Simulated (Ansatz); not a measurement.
`CNB(S)C=O`, relaxed with RKS PBE-D4/def2-SVP in Ansatz 0.2.0 from a rough embedded geometry. The force threshold is 0.03 eV/Å; the program also tests the step.

Charge 0, multiplicity 1.

Start:

```xyz
12

C    -1.255   -0.936   -0.643
N    -0.706   -0.568    0.716
B     0.655    0.175    0.633
S     2.111   -0.604    1.313
C     0.679    1.626    0.051
O     1.748    2.250   -0.015
H    -0.495   -1.552   -1.148
H    -1.434    0.024   -1.207
H    -2.150   -1.441   -0.553
H    -1.404    0.087    1.146
H     2.493   -1.197    0.035
H    -0.241    2.135   -0.327
```

```
         step  energy (eV)  largest force (eV/Å)  largest move (Å)
            1  -17198.9476                 3.263             0.000
            2  -17199.5025                 1.720             0.194
            3  -17199.8267                 1.144             0.194
            4  -17200.1460                 1.163             0.193
            5  -17200.4661                 1.792             0.195
            6  -17200.7570                 1.678             0.199
            7  -17201.0585                 1.235             0.196
            8  -17201.2953                 0.791             0.195
            9  -17201.4998                 0.486             0.200
           10  -17201.6204                 0.392             0.199
           11  -17201.6677                 0.246             0.200
12 (rejected)  -17201.6424                 1.050             0.200
           13  -17201.6838                 0.070             0.100
           14  -17201.6850                 0.212             0.072
           15  -17201.6853                 0.063             0.028
           16  -17201.6859                 0.024             0.018
```

End:

```xyz
12

C    -1.428   -1.291   -0.489
N    -0.809   -0.035   -0.115
B     0.551    0.227    0.125
S     1.885   -0.994    0.019
C     0.977    1.723    0.526
O     2.128    2.064    0.763
H    -0.666   -2.093   -0.504
H    -1.890   -1.242   -1.499
H    -2.221   -1.590    0.231
H    -1.465    0.747   -0.027
H     2.788   -0.022    0.377
H     0.149    2.507    0.593
```

Run time 20 s (4 threads of an Intel Xeon Platinum 8488C on a shared host); peak host memory 0.21 GiB.
